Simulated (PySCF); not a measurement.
Computed IR spectrum (relative IR intensity) of a molecule C₂H₁₂OSi₃. Geometry optimised at B3LYP-D3(BJ)/def2-SVP. The values are those of a single conformer. Calculation: B3LYP-D3(BJ)/def2-SVP (PySCF). Frequencies are harmonic and unscaled.

Lines under 2 % of the strongest are left out, and lines within 2 cm⁻¹ are merged.

```
ν (cm⁻¹)  relative intensity
--------  ------------------
359                      3.2
404                      2.2
517                      4.8
563                      2.9
631                      4.2
721                      4.2
742                      3.3
755                      3.8
831                      100
905                      6.5
922                       53
942                      6.2
945                      4.5
948                      8.5
953                      8.7
959                      2.5
967                       22
1017                     2.9
1104                      12
1140                      24
1344                     2.1
2186                      19
2203                     8.5
2209                      36
2214                      19
2231                      11
2235                      23
2240                      24
2960                     4.7
3020                     2.7
3098                     4.2
3119                     2.1
```

Which molecule gave these data?
A. O[SiH2]C[SiH2]C[SiH3]
B. C[C@@H]([SiH3])O[SiH2][SiH3]
C. CC[SiH2]O[SiH2][SiH3]
D. C[SiH](C)[SiH2][SiH2]O

B, C[C@@H]([SiH3])O[SiH2][SiH3]
